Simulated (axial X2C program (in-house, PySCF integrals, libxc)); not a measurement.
# Spin–orbit effects down a group: molecules with Na (ions), PBE0

Computed with an in-house relativistic program for diatomic molecules, spin-free (one-electron X2C) or two-component (2c: spin–orbit coupling with atomic mean-field Coulomb and Gaunt terms, which also bring small scalar terms), in Dyall basis sets with cores contracted in-house; open shells are unrestricted.

Basis sets: Ag dyall-acv3z, Au dyall-acv3z, Cu dyall-acv3z, Na dyall-av3z.

| molecule | spin-free state | Re (Å) | ωe (cm⁻¹) | De (eV) | 2c state | Re 2c (Å) | ωe 2c (cm⁻¹) | De 2c (eV) |
| --- | --- | --- | --- | --- | --- | --- | --- | --- |
| NaCu⁻ | M_S = 1/2, Λ = 0 | 2.778 | 150.4 | 0.95 | Ω = 1/2 | 2.778 | 150.3 | 0.95 |
| NaAg⁻ | M_S = 1/2, Λ = 0 | 2.898 | 137.9 | 0.89 | Ω = 1/2 | 2.898 | 137.9 | 0.89 |
| NaAu⁻ | M_S = 1/2, Λ = 0 | 2.776 | 168.4 | 1.03 | Ω = 1/2 | 2.775 | 168.6 | 1.03 |

**Question.** Work out the shifts from the spin-free to the two-component result.

**Answer.** 

| molecule | 2c state | ΔRe (Å) | Δωe (cm⁻¹) | ΔDe (eV) |
| --- | --- | --- | --- | --- |
| NaCu⁻ | Ω = 1/2 | 0.000 | -0.1 | 0.00 |
| NaAg⁻ | Ω = 1/2 | 0.000 | 0.0 | 0.00 |
| NaAu⁻ | Ω = 1/2 | -0.001 | 0.2 | 0.00 |

Shifts of one unit in the last digit are rounding.

Fragments in 2c: Cu- + Na, Ag- + Na, Au- + Na. Each entry is the lowest single determinant of a limited PBE0 search at one distance. De goes to single-determinant-based atoms at the same level (for ions the charge split of lowest energy) and is withheld (n/a) where an atom does not fit its ground term or J level. Main or longest-lived isotopes.
